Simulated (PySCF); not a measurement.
## Rhodium: a sound run and one with changed settings

Sound run: Rh²⁺ [Kr] 4d7, Rh³⁺ [Kr] 4d6. Calculation: PySCF 2.14, in aug-cc-pVDZ-PP with ECP28MDF (5s5p4d2f, 54 functions); scalar relativity through the core potential. In the sound run the correlated levels freeze 4s2 4p6 outside the core potential. The sound run starts from symmetry-adapted Hartree-Fock orbitals and uses a fine grid where one is needed.

Changed run: initial guess atom, at most 50 SCF cycles.

| species | method | sound run (hartree) | changed run (hartree) | converged |
| --- | --- | --- | --- | --- |
| Rh²⁺ | UHF | -108.56221 | -108.56221 | yes |
| Rh²⁺ | LDA | -108.91895 | -108.91895 | yes |
| Rh³⁺ | UHF | -107.48398 | -107.48398 | yes |
| Rh³⁺ | LDA | -107.76842 | -107.76842 | yes |

Here the plain start reaches the same solutions.
